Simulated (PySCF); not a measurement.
The dipole of `C[C@](Cl)(CF)CCl` from its density and from atomic charges.

Coordinates (GFN2-xTB, Å) and charges (e) from the PBE0/pcSseg-1 density (PySCF):

```json
{"atom": "C1", "x": "-0.966", "y": "-1.137", "z": "-0.156", "Mulliken": "-0.1279", "IAO": "-0.4244", "Hirshfeld": "-0.1248", "ESP-fitted": "-0.5213"}
{"atom": "C2", "x": "0.016", "y": "0.009", "z": "-0.363", "Mulliken": "-0.6063", "IAO": "+0.0462", "Hirshfeld": "+0.0428", "ESP-fitted": "+0.1370"}
{"atom": "Cl3", "x": "0.294", "y": "0.221", "z": "-2.126", "Mulliken": "-0.0503", "IAO": "-0.1099", "Hirshfeld": "-0.0455", "ESP-fitted": "-0.1177"}
{"atom": "C4", "x": "1.380", "y": "-0.318", "z": "0.248", "Mulliken": "+0.3147", "IAO": "+0.0339", "Hirshfeld": "+0.0088", "ESP-fitted": "-0.0340"}
{"atom": "F5", "x": "1.239", "y": "-0.548", "z": "1.593", "Mulliken": "-0.3318", "IAO": "-0.3262", "Hirshfeld": "-0.1039", "ESP-fitted": "-0.1744"}
{"atom": "C6", "x": "-0.556", "y": "1.302", "z": "0.208", "Mulliken": "-0.0702", "IAO": "-0.2487", "Hirshfeld": "-0.0428", "ESP-fitted": "-0.5270"}
{"atom": "Cl7", "x": "0.506", "y": "2.698", "z": "-0.100", "Mulliken": "-0.1292", "IAO": "-0.0968", "Hirshfeld": "-0.0553", "ESP-fitted": "-0.0788"}
{"atom": "H8", "x": "-1.097", "y": "-1.313", "z": "0.910", "Mulliken": "+0.1339", "IAO": "+0.1588", "Hirshfeld": "+0.0474", "ESP-fitted": "+0.1888"}
{"atom": "H9", "x": "-0.584", "y": "-2.044", "z": "-0.617", "Mulliken": "+0.1354", "IAO": "+0.1590", "Hirshfeld": "+0.0477", "ESP-fitted": "+0.1757"}
{"atom": "H10", "x": "-1.929", "y": "-0.900", "z": "-0.600", "Mulliken": "+0.1308", "IAO": "+0.1539", "Hirshfeld": "+0.0462", "ESP-fitted": "+0.1723"}
{"atom": "H11", "x": "2.077", "y": "0.517", "z": "0.131", "Mulliken": "+0.1326", "IAO": "+0.1576", "Hirshfeld": "+0.0322", "ESP-fitted": "+0.1244"}
{"atom": "H12", "x": "1.798", "y": "-1.226", "z": "-0.194", "Mulliken": "+0.1190", "IAO": "+0.1493", "Hirshfeld": "+0.0449", "ESP-fitted": "+0.1188"}
{"atom": "H13", "x": "-0.658", "y": "1.208", "z": "1.290", "Mulliken": "+0.1768", "IAO": "+0.1759", "Hirshfeld": "+0.0523", "ESP-fitted": "+0.2666"}
{"atom": "H14", "x": "-1.520", "y": "1.530", "z": "-0.245", "Mulliken": "+0.1726", "IAO": "+0.1713", "Hirshfeld": "+0.0501", "ESP-fitted": "+0.2696"}
```

**Question.** Compute μ = Σ q r for each scheme (1 e·Å = 4.803 D) and compare with the dipole of the full density.

**Answer.** The full density gives (-1.35, -1.56, 0.49) D, 2.12 D in size; dipole vectors point from the negative to the positive end.

```
    scheme     μx     μy     μz  size (D)  share of the full size (%)  angle to the full dipole (°)
  Mulliken  -1.31  -1.92   0.17      2.33                         110                            11
       IAO  -1.13  -1.24  -0.67      1.80                          85                            35
 Hirshfeld  -0.70  -0.57  -0.14      0.91                          43                            24
ESP-fitted  -1.41  -1.60   0.60      2.22                         105                             3
```

**Question.** Which set comes closest?

**Answer.** Length of the difference vector: ESP-fitted 0.14 D, Mulliken 0.48 D, IAO 1.22 D, Hirshfeld 1.35 D. Closest: ESP-fitted. 

**Question.** What is left for the Hirshfeld atoms' own dipoles?

**Answer.** The Hirshfeld atoms' densities add up to the full density, so μ = Σ q r + Σ (atomic dipoles). The atomic dipoles sum to (-1.35, -1.56, 0.49) − (-0.70, -0.57, -0.14) = (-0.65, -0.99, 0.63) D, 1.35 D in size.

**Question.** With the origin at the mean of the coordinates, (0.000, 0.000, -0.002) Å, which are the largest single terms, by size, of the Mulliken dipole along the direction of the full one?

**Answer.** Cl7 +1.45, H8 +1.21, H9 +1.13, H10 +1.10, H11 -1.06 D; all 14 atoms together +2.28 D. The single terms depend on the origin, their sum doesn't.

**Question.** Give the size of the full dipole in other units.

**Answer.** 2.12 D = 0.835 au = 0.442 e·Å = 7.08 × 10⁻³⁰ C·m.

Isolated species at its GFN2-xTB geometry (one conformer only).

The values belong to the conformer `[CH3:1][C@:2]([Cl:3])([CH2:4][F:5])[CH2:6][Cl:7]`: C1–C2–C4–F5 -59°, C1–C2–C6–Cl7 -176°.
